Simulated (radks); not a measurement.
All-electron atom: Br2+ in [Ar] 3d10 4s2 4p3 (the NIST ground configuration). All-electron calculation, scalar-relativistic Kohn-Sham, LDA (Slater exchange, Perdew-Wang correlation), spin-polarised, spherical densities, finite nucleus; open shells are filled with parallel spins first; Fermi nuclear charge, rms radius 4.1629 fm. Program: a radial shooting solver on a logarithmic mesh with Libxc functionals.

Radial electron density D(r) = 4 pi r^2 rho(r):

r (bohr),D(r) (e/bohr),spin D(r)
0.002136,1.759,-0.0000370
0.002781,2.801,-0.0000565
0.003621,4.401,-0.0000826
0.004753,6.879,-0.000111
0.006189,10.37,-0.000122
0.008059,15.16,-0.0000565
0.01049,21.31,0.000240
0.01377,28.72,0.00119
0.01793,35.92,0.00361
0.02335,41.42,0.00926
0.03041,43.37,0.0213
0.0396,41.16,0.0442
0.05197,36.93,0.0829
0.06768,35.96,0.131
0.08812,41.47,0.168
0.1147,49.60,0.154
0.1506,50.34,0.0645
0.1961,39.89,-0.0181
0.2554,29.29,0.0596
0.3325,29.88,0.302
0.4365,34.90,0.393
0.5684,30.03,0.133
0.7401,17.48,0.00604
0.9637,8.117,0.618
1.265,4.867,1.67
1.647,3.704,2.03
2.145,2.084,1.38
2.793,0.6932,0.522
3.666,0.1126,0.0941
4.773,0.008529,0.00771
6.215,0.0002370,0.000226

D(r) has 3 maxima, at r = 0.0299, 0.135, 0.451 bohr, and minima at 0.0625, 0.286 bohr, inside which lie 2.07, 11.03 electrons.
